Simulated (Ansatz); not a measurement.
Isolated molecules relaxed with PBE0-D4/def2-TZVP in Ansatz; ΔE leaves out vibrations. CBS: MP2 limit from def2 TZ/QZ plus the TZ coupled-cluster correction, frozen cores. This one scheme is used for every species. Elements past krypton have def2 core potentials. For In outer-core shells are correlated without core-valence functions, which leaves a few kJ/mol of doubt a bond. Each species was taken in one conformer, which may not be the lowest.

Consider the hydrogenolysis of the In–F bond: `C[N](C)[In]([F])[SH]` + H₂ → `C[N](C)[InH][SH]` + H–F.

```tsv
species	SCS-MP2/def2-QZVPP energy (Eh)
`C[N](C)[In]([F])[SH]`	-822.11768
H₂	-1.17321
`C[N](C)[InH][SH]`	-722.91199
H–F	-100.36288
```

(1) Work out ΔE.

Largest T1 diagnostic among the species: 0.015.

Answers

(1) ΔE = (-722.91199) + (-100.36288) − (-822.11768) − (-1.17321) = 0.01602 Eh = +42.1 kJ/mol. CCSD(T)/CBS gives +37.5 kJ/mol.

From PBE to PBE0 (25 % exact exchange), in def2-TZVPP and without D4, ΔE moves by −7.9 kJ/mol.
